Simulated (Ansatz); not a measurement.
The same path of BCl2HO + ClH (7 atoms, charge 0, multiplicity 1) was run 3 times with different band settings. Lost on the way: B1–O2, Cl6–H7. Made: B1–Cl6, O2–H7.

Method: RHF/cc-pVDZ (Ansatz).

Relaxed end points:

```xyz
7
Properties=species:S:1:pos:R:3
B -0.208 -0.546 -0.164
O -0.455 0.292 0.850
H -1.279 0.139 1.295
Cl 1.291 -0.361 -1.061
Cl -1.361 -1.818 -0.595
Cl 1.097 3.061 2.352
H 0.718 2.040 1.678
```

```xyz
7
Properties=species:S:1:pos:R:3
B 0.294 0.462 -0.589
O -0.213 0.161 2.069
H -1.068 -0.184 2.287
Cl 1.693 -0.593 -0.561
Cl -1.284 -0.184 -1.027
Cl 0.501 2.202 -0.420
H -0.119 0.943 2.596
```

Common settings: movable images 7; spring 5.0 eV/Å²; start path through a guess of the saddle point; force threshold 0.05 eV/Å; end points relaxed.

| run | climbing image | optimiser | iteration limit |
| --- | --- | --- | --- |
| 1 | yes | quadratic models (default) | 42 |
| 2 | yes | quadratic models (default) | 6 |
| 3 | from the first iteration | lbfgs | 58 |

Question: What does each run give, and how far can it be trusted?

Answer: Run 1: converged after 17 iterations, highest image 1.840 eV above the first end. Neighbouring images differ by up to 1.5 eV, so the band resolves the path poorly. A vibrational analysis at the climbing image gives one clearly imaginary mode, 944i cm⁻¹: a first-order saddle point.
Run 2: not converged after 6 iterations, highest image 2.073 eV above the first end. The band didn't meet its force threshold, so its energies are provisional: the largest band force was still 1.73 eV/Å, and over the last iterations the top moved between 1.80 and 2.08 eV.
Run 3: not converged after 58 iterations, highest image 1.841 eV above the first end. The band didn't meet its force threshold, so its energies are provisional: the largest band force was still 0.16 eV/Å, and over the last iterations the top stayed at 1.84 eV. Inner images lie below an end point, which means an intermediate or an end that isn't the lowest structure nearby.
The orbitals stay closed-shell, which can raise the energy where a bond breaks towards radicals; this wasn't checked here.
